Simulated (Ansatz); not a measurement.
AlBClFH2O2, SMILES `[OH][AlH][O]B(F)Cl`, relaxed with RKS PBE-D4/def2-SVP in Ansatz 0.2.0 from a rough embedded geometry. The force threshold is 0.03 eV/Å; the program also tests the step.

Total charge 0; spin multiplicity 1.

Start:

```xyz
8

O    -1.304   -0.666   -1.897
Al   -0.334    0.644   -0.953
O    -0.596    0.848    0.838
B     0.292   -0.098    1.543
F    -0.048   -1.416    1.832
Cl    1.964    0.607    2.107
H    -0.682   -1.466   -1.803
H     0.710    1.546   -1.667
```

| step | energy (eV) | largest force (eV/Å) | largest move (Å) |
| --- | --- | --- | --- |
| 1 | -26616.4756 | 3.595 | 0.000 |
| 2 | -26617.0630 | 1.963 | 0.144 |
| 3 | -26617.4278 | 1.666 | 0.167 |
| 4 | -26617.6448 | 0.714 | 0.200 |
| 5 | -26617.7573 | 1.131 | 0.199 |
| 6 | -26617.9149 | 0.217 | 0.200 |
| 7 | -26617.9557 | 0.349 | 0.200 |
| 8 | -26617.9967 | 0.061 | 0.200 |
| 9 | -26617.9991 | 0.135 | 0.071 |
| 10 (rejected) | -26617.9832 | 0.788 | 0.194 |
| 11 | -26618.0062 | 0.106 | 0.097 |
| 12 | -26618.0105 | 0.252 | 0.098 |
| 13 | -26618.0182 | 0.021 | 0.136 |
| 14 (rejected) | -26618.0152 | 0.471 | 0.195 |
| 15 | -26618.0199 | 0.212 | 0.096 |
| 16 (rejected) | -26618.0055 | 0.682 | 0.098 |
| 17 | -26618.0232 | 0.087 | 0.049 |
| 18 | -26618.0250 | 0.064 | 0.050 |
| 19 | -26618.0266 | 0.136 | 0.073 |
| 20 | -26618.0271 | 0.152 | 0.110 |
| 21 | -26618.0290 | 0.035 | 0.031 |
| 22 | -26618.0295 | 0.019 | 0.031 |
| 23 (rejected) | -26618.0293 | 0.091 | 0.041 |
| 24 (rejected) | -26618.0295 | 0.046 | 0.020 |
| 25 | -26618.0296 | 0.012 | 0.010 |
| 26 | -26618.0297 | 0.053 | 0.058 |
| 27 | -26618.0298 | 0.019 | 0.005 |

End:

```xyz
8

O    -0.627   -0.648   -2.284
Al   -0.348    0.573   -1.130
O    -0.091    0.175    0.529
B     0.385   -0.083    1.750
F    -0.431   -0.211    2.801
Cl    2.131   -0.279    2.049
H    -0.658   -1.604   -2.125
H    -0.362    2.077   -1.590
```

It took 25 s on 4 threads of an Arm Neoverse V2 on a shared host, with 0.18 GiB of host memory at the peak.
